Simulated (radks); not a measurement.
Problem. Radial electron density D(r) = 4 pi r^2 rho(r) of an atom or ion with 1 electrons. Calculated with a radial shooting solver on a logarithmic mesh with Libxc functionals: scalar-relativistic Kohn-Sham, XLYP, spin-unpolarised, spherical densities, finite nucleus; Fermi nuclear charge, rms radius of each element as measured or else 0.836 A^(1/3) + 0.57 fm.

r (bohr)  D(r) (e/bohr)
0.04865          0.1002
0.05895          0.1381
0.07142          0.1878
0.08654          0.2513
0.1049           0.3298
0.1271           0.4228
0.154            0.5267
0.1865           0.6340
0.226            0.7324
0.2739           0.8056
0.3318           0.8365
0.4053           0.8103
0.4911           0.7293
0.595            0.6105
0.721            0.4843
0.8736           0.3823
1.059            0.3206
1.283            0.2913
1.554            0.2689
1.883            0.2292
2.282            0.1675
2.787           0.09696
3.377           0.04418
4.091           0.01457
4.957          0.003166
6.007         0.0004238

What is the nuclear charge?

Solution. Z = 3. The innermost maximum, from 1s, lies near gamma/Z bohr with gamma = sqrt(1 - (Z/c)^2) = 1.000, here 0.333 bohr (found: 0.337), and its height grows with Z. The density is that of the lithium ion Li2+ in 1s0.5 2p0.5; the configuration itself is not fixed sharply by these data. D(r) has 1 maximum, at r = 0.337 bohr.
